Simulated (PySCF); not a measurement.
Excitation energy of Ge(2+) by level of theory

Ge(2+) [Ar] 3d10 4s2 (1S) → Ge(2+) [Ar] 3d9 4s2 4p1 (high-spin determinant), as a difference of total energies. Calculation: PySCF 2.14, in x2c-TZVPPall (6s5p4d1f, 48 functions); scalar relativity by spin-free X2C-1e. Correlated levels: valence and next inner shell: [Ne] frozen. The calculations carry no spin-orbit coupling.

| method | excitation energy (cm⁻¹) |
| --- | --- |
| UHF | 250380 |
| LDA | 268450 |
| PBE0 | 261770 |
| r2SCAN | 261350 |
| MN15 | 268960 |
| TPSSh | 260750 |
| TPSS | 261310 |
| MP2 (valence and next inner shell) | 263030 |
| SCS-MP2 (valence and next inner shell) | 261620 |

Task: Estimate what PBE gives.

Result: 263740 cm⁻¹, closest to MP2 (valence and next inner shell) among the rows shown.

Task: Estimate what r2SCANh gives.

Result: 260840 cm⁻¹, closest to TPSSh among the rows shown.

A first-order spin-orbit estimate (lowest level to lowest level, LS coupling) adds -0.116 eV.

The basis was made for the ground configuration and has no added diffuse functions, so the excitation energy can come out too high.

The determinant of the upper state mixes LS terms, which raises its energy above the lowest term, most at the Hartree-Fock and MP2 levels.
